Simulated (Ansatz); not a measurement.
Isolated molecules relaxed with PBE0-D4/def2-TZVP in Ansatz; ΔE leaves out vibrations. CBS: MP2 limit from def2 TZ/QZ plus the TZ coupled-cluster correction, frozen cores. This one scheme is used for every species. For Ge outer-core shells are correlated without core-valence functions, which leaves a few kJ/mol of doubt a bond. Scalar relativity is left out up to krypton. One conformer a species, not always the lowest.

Reaction (formal exchange of groups at the Si–Ge bond): `CO[SiH](C)[GeH3]` + SiH₄ → `CO[SiH](C)[SiH3]` + GeH₄

| species | CCSD/CBS(def2) energy (Eh) |
| --- | --- |
| `CO[SiH](C)[GeH3]` | -2522.48938 |
| SiH₄ | -291.45922 |
| `CO[SiH](C)[SiH3]` | -735.45420 |
| GeH₄ | -2078.48639 |

Problem. Work out ΔE.

Solution. ΔE = (-735.45420) + (-2078.48639) − (-2522.48938) − (-291.45922) = 0.00801 Eh = +21.0 kJ/mol. CCSD(T)/CBS gives +21.1 kJ/mol.

Largest T1 diagnostic among the species: 0.012.
